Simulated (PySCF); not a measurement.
**Induced dipoles and field energies**

Species: C₅H₆N₂Si.
Cartesian coordinates in Å at the PBE0-D3(BJ)/def2-SVP level; atoms count from 1:
```
atom  x, y, z in Å
C1    -2.530   -1.994    0.793
C2    -1.454   -1.459    0.620
C3    -0.228   -0.771    0.418
N4     0.972   -1.301    0.312
C5     1.818   -0.252    0.127
C6     1.121    0.935    0.120
N7    -0.202    0.606    0.307
Si8   -1.612    1.702    0.382
H9    -3.474   -2.484    0.945
H10    2.891   -0.395    0.007
H11    1.448    1.965    0.001
H12   -2.552    1.378   -0.723
H13   -1.040    3.065    0.215
H14   -2.281    1.560    1.702
```

Level: B3LYP/def2-SVPD (PySCF); nuclei fixed, core orbitals frozen in the response. Permanent dipole (-1.709, 3.106, -0.043) D (1 au = 2.5417 D). Static polarisability (au):

```
x   126.30  14.44  -8.72
y    14.44 107.20  -5.21
z    -8.72  -5.21  65.08
```

Only the terms in μ and α are kept: μ(F) = μ + αF and ΔE = −μ·F − ½ F·αF.

Problem. A field of 0.008 au (0.411 V/Å) is applied along each axis in both senses. Find the induced dipole, the size of the total dipole and the two energy terms.

Solution. 
| field along | induced x (D) | induced y (D) | induced z (D) | total size (D) | −μ·F (kJ/mol) | −½F·αF (kJ/mol) |
| --- | --- | --- | --- | --- | --- | --- |
| +x | 2.568 | 0.294 | -0.177 | 3.513 | +14.123 | -10.611 |
| −x | -2.568 | -0.294 | 0.177 | 5.121 | -14.123 | -10.611 |
| +y | 0.294 | 2.180 | -0.106 | 5.474 | -25.667 | -9.007 |
| −y | -0.294 | -2.180 | 0.106 | 2.207 | +25.667 | -9.007 |
| +z | -0.177 | -0.106 | 1.323 | 3.768 | +0.355 | -5.468 |
| −z | 0.177 | 0.106 | -1.323 | 3.812 | -0.355 | -5.468 |

Problem. For the field (-0.0056, 0.0008, 0.0008) au, what is the induced dipole, and what angle does it make with the field?

Solution. αF = (-1.786, 0.002, 0.246) D, at 8.0° to the field. The polarisability along this direction, F·αF/F², is 122.95 au, against a mean of 99.52 au.

Problem. At what field along the permanent dipole would the induced dipole along it equal the permanent one, in this linear picture?

Solution. The polarisability along the dipole is 99.44 au, so F = 1.3949 au / 99.44 au = 0.0140 au = 0.72 V/Å; higher-order terms are ignored.

Problem. What field makes μF equal to kT at 400 K?

Solution. kT = 1.2667 × 10⁻³ Eh, so F = 0.000908 au = 4.67 MV/cm.

Problem. Induction energy −ᾱe²/2R⁴ of a unit charge at 11 Å, the molecule taken as a point?

Solution. R = 20.79 bohr, so the energy is −99.5/(2 × 20.79⁴) Eh = -0.7 kJ/mol. The charge–dipole term at its most favourable orientation, −μe/R², is -8.48 kJ/mol.

Isolated species at its PBE0-D3(BJ)/def2-SVP geometry, gas phase.
